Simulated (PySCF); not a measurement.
C₂H₈O₂Si, SMILES CO[Si@@H](C)O. Atoms are numbered in the order given.

```xyz
13

C      1.3242    -0.8366     1.3656
O      1.2842    -0.1067     0.1602
Si    -0.1325     0.3602    -0.5829
C     -1.2685    -1.0789    -0.8883
O     -1.0018     1.4115     0.3782
H      0.7114    -0.3650     2.1567
H      0.9683    -1.8756     1.2298
H      2.3662    -0.8801     1.7196
H      0.3341     1.0208    -1.8323
H     -2.1526    -0.7644    -1.4652
H     -0.7587    -1.8774    -1.4504
H     -1.6291    -1.5030     0.0629
H     -0.5779     2.2566     0.5686
```

Geometry optimised at r2SCAN-D4/def2-SVP. The structure was generated by enumeration; whether it is a known compound was not checked. One conformer was computed; it need not be the lowest.

Two levels are set side by side: PBE/pcSseg-1 (PySCF) and HF/pcSseg-1 (PySCF). GIAO shifts against H2O (¹⁷O), TMS (²⁹Si), TMS (¹H), TMS (¹³C) at the same level; non-relativistic, no solvent, atoms listed together averaged. Differences are taken from unrounded values.

```
quantity                 HF
--------------------  -----
δ(¹³C) of C1 (ppm)     48.3
δ(¹⁷O) of O2 (ppm)      9.2
δ(²⁹Si) of Si3 (ppm)  -16.3
δ(¹³C) of C4 (ppm)     -1.3
δ(¹⁷O) of O5 (ppm)     35.4
δ(¹H) of H9 (ppm)      4.40
δ(¹H) of H13 (ppm)     2.05
```

**Question.** What does PBE give, and how far is it from HF? (Estimate from the structure and the level; the computed values follow.)

**Answer.** 
```
quantity               PBE  PBE minus HF
--------------------  ----  ------------
δ(¹³C) of C1 (ppm)    54.2           6.0
δ(¹⁷O) of O2 (ppm)    57.1          47.9
δ(²⁹Si) of Si3 (ppm)  -8.2           8.1
δ(¹³C) of C4 (ppm)    -2.7          -1.3
δ(¹⁷O) of O5 (ppm)    64.2          28.8
δ(¹H) of H9 (ppm)     5.27          0.87
δ(¹H) of H13 (ppm)    1.61         -0.44
```

Rough cost on one machine, each run with all the roots and properties that it gave: HF against PBE within a factor of 2.
